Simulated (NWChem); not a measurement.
Molecule: SiN2H5Cl; SMILES N[SiH](Cl)N

```xyz
9

Si     0.0221    -0.4008     0.3768
N     -1.4874    -0.9579    -0.2102
N      1.2426    -1.3682    -0.3281
Cl     0.0276     1.6273    -0.1316
H      0.2905    -0.4182     1.8414
H     -2.2905    -0.3419    -0.2355
H     -1.7484    -1.9326    -0.1175
H      1.2611    -1.5168    -1.3312
H      2.1724    -1.3942     0.0741
```
Atoms are numbered in this order, from 1.

Program: NWChem. Geometry: optimised at PBE0/def2-SVP. GIAO values for the isolated, static molecule; σ is the absolute isotropic shielding, δ = σ(reference) − σ with the isolated reference molecule computed at the same levels (1H: tetramethylsilane, 15N: ammonia, 29Si: tetramethylsilane).

Predict the results for PBE/pcSseg-1. Quantities: δ Si1 (ppm); δ N2 (ppm); δ N3 (ppm); σ Cl4 (ppm); δ H5 (ppm); δ H7 (ppm); δ H8 (ppm).

The δ Si1 (ppm) is -25.0. The δ N2 (ppm) comes out as 34.1 and the δ N3 (ppm) comes out as 45.3. The σ Cl4 (ppm) comes out as 842.9. The δ H5 (ppm) is 5.59 and the δ H7 (ppm) is 0.58. The δ H8 (ppm) is 0.98.
